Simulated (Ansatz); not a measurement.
Born–Oppenheimer molecular dynamics of BrCl$_{2}$H$_{2}$In (6 atoms, charge 0, multiplicity 1). It starts at the highest image of a converged band, a first-order saddle point between two minima.

Method: RKS PBE0-D4/def2-SVP (Ansatz 0.2.0).

```yaml
ensemble: NVE (velocity Verlet)
time_step: 0.5 fs
steps_asked: 200
starting_velocities_drawn_for: 100 K
seed: 10462
```

First frame:

```xyz
6
Properties=species:S:1:pos:R:3
In -0.326 -0.011 -0.550
Br 0.615 -0.989 1.873
Cl 0.647 -1.162 -2.320
Cl -2.604 0.441 -0.417
H 0.892 0.481 1.123
H 0.777 1.239 0.292
```

Task: How far do the bonds stretch over the last three quarters of this one trajectory? (Pairs bonded in most of those frames.)

Result: 
```tsv
bond	mean (Å)	spread (Å)	shortest	longest
In1–Br2	3.056	0.185	2.80	3.40
In1–Cl3	2.361	0.009	2.34	2.37
In1–Cl4	2.357	0.016	2.34	2.38
In1–H6	1.719	0.016	1.69	1.76
Br2–H5	1.431	0.011	1.41	1.45
```

Mean temperature of the second half: 943 K. The conserved energy stayed within 0.011 meV per atom of its start (net change -0.0013 meV per atom), so the integration is sound. The system heated up, since it started high on the potential surface and ran downhill. A run of 0.1 ps of so small a system gives no equilibrium averages. The orbitals stay closed-shell, which can raise the energy where a bond breaks towards radicals; this wasn't checked here.

Time of the run: 7.3 min on 2 threads of Intel(R) Xeon(R) 6975P-C (Granite Rapids) (shared host), peak memory 0.29 GiB.
